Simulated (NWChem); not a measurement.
The numbers come from NWChem runs, not from measurements. System: Br$_{2}$ (-1), charge -1, spin multiplicity 2, at a geometry optimised with UB3LYP/def2-SVP. The structure started from a generated list of species. Its SCF solution wasn't tested for a lower state. Level: UPBE0/def2-TZVPD.

Input file:

```
start mol
memory heap 200 mb stack 800 mb global 1000 mb
charge -1
geometry units angstroms nocenter noautoz
  Br     0.000000     0.000000     1.495982
  Br     0.000000     0.000000    -1.495982
  symmetry group D2h
end
basis spherical
  * library def2-tzvpd
end
dft
  xc pbe0
  odft
  mult 2
  semidirect memsize 60000000 filesize 0
  iterations 100
end
task dft energy
```

Output (cleaned and shortened):

```
             Northwest Computational Chemistry Package (NWChem) 7.3.0
             --------------------------------------------------------

                                NWChem Input Module
                                -------------------

 Scaling coordinates for geometry "geometry" by  1.889725989
 (inverse scale =  0.529177249)

 Turning off AUTOSYM since
 SYMMETRY directive was detected!

                             Geometry "geometry" -> ""
                             -------------------------

 Output coordinates in angstroms (scale by  1.889725989 to convert to a.u.)

  No.       Tag          Charge          X              Y              Z
 ---- ---------------- ---------- -------------- -------------- --------------
    1 Br                  35.0000     0.00000000     0.00000000     1.49598200
    2 Br                  35.0000     0.00000000     0.00000000    -1.49598200

 Effective nuclear repulsion energy (a.u.)     216.6610728019

            Nuclear Dipole moment (a.u.)
            ----------------------------
        X                 Y               Z
 ---------------- ---------------- ----------------
     0.0000000000     0.0000000000     0.0000000000

      Symmetry information
      --------------------

 Group name             D2h
 Group number             26
 Group order               8
 No. of unique centers     1

      Symmetry unique atoms

     1


 Summary of "ao basis" -> "" (spherical)
 ------------------------------------------------------------------------------
       Tag                 Description            Shells   Functions and Types
 ---------------- ------------------------------  ------  ---------------------
 *                         def2-tzvpd                 on all atoms

                                 NWChem DFT Module
                                 -----------------

 Summary of "ao basis" -> "ao basis" (spherical)
 ------------------------------------------------------------------------------
       Tag                 Description            Shells   Functions and Types
 ---------------- ------------------------------  ------  ---------------------
[...]
    beta     11     12     13     14     15     16     17     18     19     20
 overlap   1.000  1.000  1.000  1.000  1.000  1.000  1.000  1.000  1.000  1.000

   alpha     21     22     23     24     25     26     27     28     29     30
    beta     21     22     24     23     25     26     27     28     29     30
 overlap   1.000  1.000  1.000  1.000  1.000  1.000  1.000  1.000  1.000  1.000

   alpha     31     32     33     34     35     36     37     38     39     40
    beta     31     32     33     35     34     36     37     40     39     38
 overlap   0.999  1.000  1.000  1.000  1.000  0.996  0.996  1.000  1.000  1.000

   alpha     41     42     43     44     45     46     47     48     49     50
    beta     41     42     43     44     45     46     47     48     49     50
 overlap   1.000  1.000  1.000  1.000  1.000  1.000  1.000  0.999  1.000  1.000

   alpha     51     52     53     54     55     56     57     58     59     60
    beta     51     52     53     54     56     55     59     58     57     60
 overlap   0.998  0.999  1.000  1.000  1.000  1.000  0.975  1.000  1.000  0.975

   alpha     61     62     63     64     65     66     67     68     69     70
    beta     61     62     63     64     65     66     67     69     68     70
 overlap   1.000  1.000  1.000  1.000  1.000  1.000  0.999  1.000  1.000  0.999

   alpha     71     72     73     74     75     76     77     78     79     80
    beta     71     72     75     73     74     76     77     78     79     80
 overlap   1.000  1.000  1.000  1.000  1.000  1.000  1.000  1.000  0.999  0.999

   alpha     81     82     83     84     85     86     87     88     89     90
    beta     83     84     81     82     89     90     85     86     88     87
 overlap   1.000  1.000  0.957  0.957  0.957  0.957  1.000  1.000  1.000  1.000

   alpha     91     92     93     94     95     96     97     98     99    100
    beta     91     92     93     96     97     94     95     98     99    100
 overlap   1.000  1.000  1.000  0.992  0.992  1.000  1.000  0.993  0.993  1.000

   alpha    101    102    103    104    105    106    107    108    109    110
    beta    101    102    103    104    107    105    106    108    109    110
 overlap   1.000  1.000  1.000  1.000  1.000  1.000  1.000  1.000  1.000  1.000

   alpha    111    112    113    114
    beta    111    112    113    114
 overlap   1.000  1.000  1.000  1.000

     --------------------------
     Expectation value of S2:
     --------------------------
      <S2> =      0.7540 (Exact =     0.7500)

 center of mass
 --------------
 x =   0.00000000 y =   0.00000000 z =   0.00000000

 moments of inertia (a.u.)
 ------------------
        1277.370430775414           0.000000000000           0.000000000000
           0.000000000000        1277.370430775414           0.000000000000
           0.000000000000           0.000000000000           0.000000000000

     Multipole analysis of the density
     ---------------------------------

     L   x y z        total         alpha         beta         nuclear
     -   - - -        -----         -----         ----         -------
     0   0 0 0     -1.000000    -36.000000    -35.000000     70.000000

     1   1 0 0      0.000000      0.000000     -0.000000      0.000000
     1   0 1 0     -0.000000     -0.000000     -0.000000      0.000000
     1   0 0 1     -0.000000      0.000000     -0.000000      0.000000

     2   2 0 0    -31.611998    -16.186372    -15.425626      0.000000
     2   1 1 0     -0.000000     -0.000000      0.000000      0.000000
     2   1 0 1     -0.000000     -0.000000     -0.000000      0.000000
     2   0 2 0    -31.611998    -16.186372    -15.425626      0.000000
     2   0 1 1     -0.000000     -0.000000     -0.000000      0.000000
     2   0 0 2    -40.047846   -306.704938   -292.776380    559.433472

 Task  times  cpu:        7.3s     wall:        7.3s

 Total times  cpu:        7.3s     wall:        7.3s
```
